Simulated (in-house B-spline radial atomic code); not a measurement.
Ionisation energies along the 73-electron series, configuration 1s2 2s2 2p6 3s2 3p6 3d10 4s2 4p6 4d10 4f14 5s2 5p6 5d3/2(4) 5d5/2(1), as differences of self-consistent energies. Dirac energy differences include first-order Breit, QED and recoil terms. NIST's values go from ground level to ground level; the uncertainty of those that are theory runs from under 0.1 % in few-electron ions to several per cent in heavy many-electron ones. Computed with an all-electron radial atomic-structure program (B-spline basis): Dirac-Hartree-Fock, jj configuration that fills j = l - 1/2 first, finite nuclei.

A number in brackets counts the electrons of a j subshell.

```tsv
ion	configuration after	ionisation energy (eV)	IE/(q+1)² (eV)	-ε less Coulomb ΔSCF (eV)	Breit and QED recoil part (eV)	tabulated value (eV)	computed minus tabulated (eV)
Re2+	[Xe] 4f14 5d3/2(4)	24.73	2.7477	0.87415	0.022617	27	-2.27
Os3+	[Xe] 4f14 5d3/2(4)	39.04	2.4397	0.81802	0.024514	41	-1.96
Ir4+	[Xe] 4f14 5d3/2(4)	55.09	2.2034	0.78442	0.02473	57	-1.91
Pt5+	[Xe] 4f14 5d3/2(4)	72.72	2.0199	0.76285	0.023578	75	-2.28
Au6+	[Xe] 4f14 5d3/2(4)	91.82	1.874	0.74831	0.021218	94	-2.18
Hg7+	[Xe] 4f14 5d3/2(4)	112.34	1.7553	0.73822	0.017745	113.9	-1.56
```
